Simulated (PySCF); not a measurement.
Field gradients at the hydrogen positions

Species: C₂H₈N₂O₃Si.
Cartesian coordinates in Å at the GFN2-xTB level; atoms count from 1:
```xyz
16
C2H8N2O3Si angstrom
C      2.017    0.511    0.714
O      1.406    0.039   -0.463
Si    -0.082   -0.545   -0.676
N     -0.432   -1.813    0.437
O     -0.206   -1.038   -2.213
N     -1.294    0.747   -0.690
C     -1.595    1.414    0.429
O     -1.072    1.197    1.499
H      1.285    0.964    1.381
H      2.763    1.252    0.426
H      2.508   -0.318    1.227
H     -0.362   -1.584    1.417
H     -1.257   -2.370    0.284
H      0.463   -1.627   -2.549
H     -1.775    0.990   -1.540
H     -2.373    2.191    0.307
```

Level: PBE0/pcSseg-1 (PySCF, non-relativistic); Q(2H) = 0.00286 b; rigid geometry, the same for H and D, with no vibrational averaging.

Question: Rank these positions by the coupling χzz of a deuteron there, largest first.
A. H14 (hydroxyl hydrogen)
B. H9 (methyl hydrogen)
C. H15 (amide N–H hydrogen)
D. H10 (methyl hydrogen)
E. H13 (N–H hydrogen)
F. H16 (formyl hydrogen)

Answer: A (347 kHz), E (287 kHz), C (282 kHz), D (203 kHz), B (194 kHz), F (183 kHz).

Q: Tabulate Vzz, the asymmetry η and χzz = 234.96 MHz × Q × Vzz for every hydrogen position.

A: 
```csv
atom,bonded to,bond length (Å),Vzz (au),η,χzz (kHz)
H9,C1,1.089,0.2881,0.09,194
H10,C1,1.091,0.3025,0.07,203
H11,C1,1.092,0.2998,0.07,201
H12,N4,1.008,0.4222,0.17,284
H13,N4,1.008,0.4278,0.15,287
H14,O5,0.952,0.5157,0.06,347
H15,N6,1.006,0.4196,0.15,282
H16,C7,1.106,0.2728,0.05,183
```

Q: Average by the element that carries the hydrogen.

A: on C: 195 kHz over 4 positions, mean bond length 1.094 Å; on N: 284 kHz over 3 positions, mean bond length 1.007 Å; on O: 347 kHz over 1 position, mean bond length 0.952 Å.

Q: Give the 2H NMR doublet splittings at H13 for a magnetic field along the z, y and x axes of the gradient: 3χ/2, 3χ(1 + η)/4, 3χ(1 − η)/4.

A: With |χ| = 287.5 kHz and η = 0.154: 431, 249 and 182 kHz, to first order and without motion.

The structure is a single GFN2-xTB conformer in the gas phase; no vibrational or solvent corrections. GFN2-xTB bond lengths can be off by several hundredths of an ångström, more for odd bonds, and the gradients follow them. With so small a basis the couplings can be 20 % off.

The run behind these numbers computed NMR shieldings as well. Time: 52 s of wall time; peak memory 0.83 GiB. Hardware: an Arm Neoverse N1 with one thread (shared host).
